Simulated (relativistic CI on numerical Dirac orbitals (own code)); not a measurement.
# Er2+: resonant inelastic scattering at the M4,5 edge

Computed with this model: Dirac-Coulomb-Breit CI, KLI orbitals optimised for each configuration, a model potential for QED, valence Slater integrals scaled by 0.7, Kramers-Heisenberg scattering through one core-hole configuration in a parametric crystal field; configurations [Xe] 4f12 → [Ar] 3d9 4s2 4p6 4d10 4f13 5s2 5p6; 300 K; core-hole width 0.6 eV; summed over polarisations. Incident energies are the highest absorption maxima for each field (at most a few, so the weaker spin-orbit partner edge can be absent), on the computed scale of the free ion. Intensities are in per cent of the strongest line above 0.02 eV; levels within 1 cm⁻¹ are merged; final levels count from the ground level, the first row holds all elastic scattering, lines under 0.4 are left out and each table stops after 24 rows. The scale of the Slater integrals is a model choice and moves the terms in proportion.

Field parameters in Wybourne normalisation. The field is a parameter set, without covalency.

S is read from ⟨S²⟩ = S(S + 1).

D3d, B20 = 1370, B40 = -480, B43 = -860, B60 = -330, B63 = 120, B66 = 160 cm⁻¹:

| Final level (eV) | Degeneracy | Irrep | S | 1403.4 eV | 1405 eV |
| --- | --- | --- | --- | --- | --- |
| 0.000 | 1 | A1 | 0.99 | 38.9 | 314.0 |
| 0.006 | 2 | E | 0.99 | 5.8 | 112.3 |
| 0.021 | 2 | E | 0.99 | 8.6 | 100.0 |
| 0.039 | 1 | A2 | 0.99 | 3.1 | 33.7 |
| 0.047 | 1 | A1 | 0.99 | 3.0 | 30.0 |
| 0.065 | 2 | E | 0.99 | 3.0 | 26.3 |
| 0.082 | 2 | E | 0.99 | 1.4 | 11.6 |
| 0.106 | 1 | A2 | 0.99 | 0.3 | 3.1 |
| 0.106 | 1 | A1 | 0.99 | 0.3 | 3.0 |
| 0.555 | 2 | E | 0.74 | 0.3 | 4.6 |
| 0.557 | 1 | A1 | 0.73 | 0.2 | 4.4 |
| 0.574 | 2 | E | 0.74 | 0.3 | 4.2 |
| 0.583 | 2 | E | 0.74 | 0.3 | 5.2 |
| 0.587 | 1 | A2 | 0.75 | 0.1 | 1.2 |
| 0.599 | 1 | A1 | 0.75 | 0.1 | 2.0 |
| 0.862 | 2 | E | 1.00 | 0.5 | 0.2 |
| 1.291 | 1 | A1 | 0.92 | 0.1 | 2.5 |
| 1.301 | 2 | E | 0.91 | 0.1 | 3.8 |
| 1.320 | 2 | E | 0.91 | 0.1 | 2.1 |
| 1.323 | 1 | A2 | 0.90 | 0.0 | 0.5 |
| 2.105 | 1 | A1 | 0.61 | 0.0 | 1.1 |
| 2.111 | 2 | E | 0.61 | 0.0 | 1.9 |
| 2.136 | 2 | E | 0.61 | 0.0 | 1.1 |
| 3.354 | 1 |  | 0.02 | 0.1 | 0.5 |

D3h, B20 = 0, B40 = -190, B60 = -20, B66 = -120 cm⁻¹:

```tsv
Final level (eV)	Degeneracy	S	1403.4 eV	1405 eV
0.000	1	0.99	727.9	5713.0
0.001	3	0.99	123.5	1861.3
0.003	3	0.99	151.1	1975.8
0.003	1	0.99	60.1	698.9
0.006	2	0.99	100.2	960.5
0.008	2	0.99	102.5	1125.9
0.008	1	0.99	59.3	661.5
0.524	2	0.74	3.8	97.7
0.525	1	0.74	2.0	51.7
0.526	2	0.74	3.9	100.0
0.528	1	0.74	1.7	43.3
0.529	2	0.74	3.8	97.5
0.532	1	0.75	1.9	48.3
0.851	2	1.00	4.9	2.9
0.851	1	1.00	2.5	1.5
0.852	2	1.00	4.7	3.3
0.853	2	1.00	4.6	2.7
0.854	1	1.00	2.2	1.2
0.855	2	1.00	4.3	3.1
0.856	1	1.00	2.1	1.6
1.272	2	0.90	1.6	42.9
1.273	1	0.90	0.8	21.8
1.273	1	0.90	0.7	19.7
1.274	2	0.90	1.6	42.2
```

D4h, B20 = 1390, B40 = -200, B44 = 340, B60 = 40, B64 = 20 cm⁻¹:

```csv
Final level (eV),Degeneracy,Irrep,S,1403.4 eV,1405.1 eV
0.000,1,A1,0.99,65.9,512.7
0.002,2,E,0.99,9.5,175.7
0.006,1,B2,0.99,7.8,95.9
0.019,1,B1,0.99,6.7,74.0
0.029,2,E,0.99,10.1,100.0
0.049,1,A2,0.99,3.3,31.7
0.050,1,A1,0.99,3.2,29.8
0.073,2,E,0.99,2.5,18.6
0.096,2,B1+B2,0.99,0.6,4.1
0.556,1,A1,0.75,0.2,3.1
0.559,1,A2,0.75,0.0,0.4
0.561,2,E,0.74,0.6,11.1
0.563,1,B2,0.74,0.3,5.1
0.566,1,A1,0.74,0.3,5.6
0.571,2,E,0.74,0.4,6.1
0.573,1,B1,0.74,0.2,3.2
0.852,1,A2,1.00,0.4,0.2
0.856,2,E,1.00,0.8,0.5
0.889,2,E,1.00,0.3,0.8
1.292,1,A1,0.92,0.1,3.7
1.294,2,E,0.91,0.2,6.4
1.299,1,B2,0.91,0.1,2.3
1.307,1,B1,0.91,0.1,1.4
1.319,2,E,0.90,0.1,1.4
```

For the first field the strongest loss at the lowest incident energy is the level at 0.02 eV (S = 0.99, against 0.99 in the thermal ground state).
